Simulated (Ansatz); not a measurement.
# Relative stability

Two relaxed structures of GeH₃Se (charge +1), closed shell (PBE0-D4/def2-TZVP; forces vanish, vibrations not checked).

A:

```
5
angstrom
Ge 0.9051 1.3128 -0.6683
Se -0.9788 -0.2472 0.2221
H -0.0872 -1.3179 0.7020
H -1.2776 -0.9382 -1.0445
H 1.4621 1.1952 0.8154
```

B:

Ge1  (-0.469, -0.464, -0.141)
Se2  (0.712, 1.394, -0.508)
H3  (-0.209, -1.314, 1.095)
H4  (-1.524, -0.820, -1.176)
H5  (1.491, 1.205, 0.730)
(Å)

Ansatz 0.2.0; basis: def2-TZVPP; cores frozen in the correlated methods. Filled d shells of the heavier atoms are correlated. The def2 sets are not built for correlating such inner shells, so the correlated values are less sure here. B3LYP uses VWN-RPA correlation.

Problem. Which structure is lower at CCSD(T), and by how much? (To be estimated.)

Solution. The calculation gives: B, by 0.562 eV (electronic energy, against the other). By their contacts, A is GeH₃Se ([GeH][SeH2]), total charge +1 and B is GeH₃Se ([GeH2][SeH]), total charge +1.

All methods give the same order:

```csv
method,E(B) − E(A) (eV)
PBE-D4,-0.442
r2SCAN-D4,-0.598
PBE0-D4,-0.500
B3LYP-D4,-0.356
wB97M-V,-0.399
HF,-0.485
MP2,-0.668
CCSD,-0.524
CCSD(T),-0.562
```

T1 diagnostic: at most 0.015.

Labels in which every atom is bracketed show which atoms are joined, not bond orders.

For scale, one of the runs: CCSD(T)/def2-TZVPP, 138 basis functions, launched by `ansatz run in.yaml --threads 2 --pin off --events-out ev --progress --plain --max-ram 4352MiB`. Hardware: 2 CPU threads of an Arm Neoverse V1, shared host. Wall time 24 s; peak host memory 0.74 GiB.
